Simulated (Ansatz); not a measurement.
Consider the ligand exchange at the Al–C bond: `CO[CH2][AlH][CH3]` + `O[SiH2]O` → `[CH3][AlH][O][SiH2]O` + `COC`.

Computed with Ansatz on PBE0-D4/def2-TZVP structures; ΔE is electronic, products minus reactants. CCSD(T)/CBS is the MP2 limit (def2-TZVPP, def2-QZVPP) plus CCSD(T) − MP2 in def2-TZVPP, frozen cores. Functionals use def2-TZVPP. One conformer a species, not always the lowest.

| level | ΔE (kJ/mol) |
| --- | --- |
| r2SCAN0-D4 | -192.5 |
| ωB97X-V | -188.4 |
| ωB97M-V | -186.3 |
| BLYP | -190.0 |

Q: What does CCSD(T)/CBS give? (An estimate is asked.)

A: Ansatz gave: -190.6 kJ/mol. The listed levels differ from it by -1.9, 2.2, 4.3, 0.6 kJ/mol.

Q: What do rigid-rotor, harmonic-oscillator terms from PBE0-D4/def2-TZVP frequencies (298.15 K, 1 bar) make of the CCSD(T)/CBS value? (An estimate is asked.)

A: The calculation gave: ΔZPE = +4.4 kJ/mol, ΔH = -185.2 kJ/mol, ΔS = 34 J/(mol·K), ΔG = -195.3 kJ/mol. Modes under 50 cm⁻¹ make the entropy rough.

Largest T1 diagnostic among the species: 0.012.

Leaving LDA and LC-ωPBE aside and taking each functional with its dispersion term where it has one, the values, not all of them listed here, spread over 30.2 kJ/mol, from BHLYP-D4 to revPBE-D4. LDA lies +4.6 kJ/mol from PBE without D4. The D4 term adds +3.4 kJ/mol with B3LYP and +1.9 kJ/mol with PBE0; it sums over pairs of atoms, weighted by their polarisabilities, and B3LYP, whose exchange is more repulsive, gets the larger term. In def2-TZVPP, CCSD(T) changes the Hartree–Fock value by +25.2 kJ/mol (the triples alone add +4.0 kJ/mol) and MP2 by +22.3 kJ/mol.

B3LYP here is the variant with VWN-RPA as its local correlation; programs differ in this.
